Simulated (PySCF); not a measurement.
## Absolute configuration from chiroptical data

Computed with TDDFT PBE0/def2-SVPD circular dichroism and optical rotation, one conformer, gas phase in PySCF 2.14.0. Geometry: GFN2-xTB.

The calculation is non-relativistic, which matters for the atoms heavier than Zn.

Values for one enantiomer of C4H9BrSi, R in 10⁻⁴⁰ esu² cm² (velocity form):
```csv
λ (nm),f,R
207,0.003,-0.3
207,0.002,-1.1
179,0.010,+9.1
173,0.082,-7.7
172,0.016,+15.8
164,0.0008,-0.3
162,0.036,-1.9
160,0.004,-21.7
```

[α] at 589.3 nm: -152 deg dm⁻¹ (g/mL)⁻¹ (origin-invariant length gauge).

Question: Which structure gives these signs?
A. [SiH3][C@@H]1CC[C@H]1Br
B. [SiH3][C@H]1CC[C@@H]1Br

Answer: A. Its CIP labels in SMILES order are R, R; the other enantiomer gives every sign reversed.

Geometry of [SiH3][C@@H]1CC[C@H]1Br as run:
```xyz
15

Si    2.095    0.178    0.214
C     0.216    0.443    0.335
C    -0.676   -0.692    0.884
C    -1.659   -0.460   -0.274
C    -0.581    0.365   -0.971
Br   -1.138    2.069   -1.758
H     2.631    0.070    1.568
H     2.676    1.306   -0.510
H     2.313   -1.067   -0.527
H    -0.010    1.375    0.858
H    -0.196   -1.667    0.834
H    -1.076   -0.544    1.885
H    -2.517    0.140    0.024
H    -2.011   -1.340   -0.810
H    -0.071   -0.169   -1.772
```
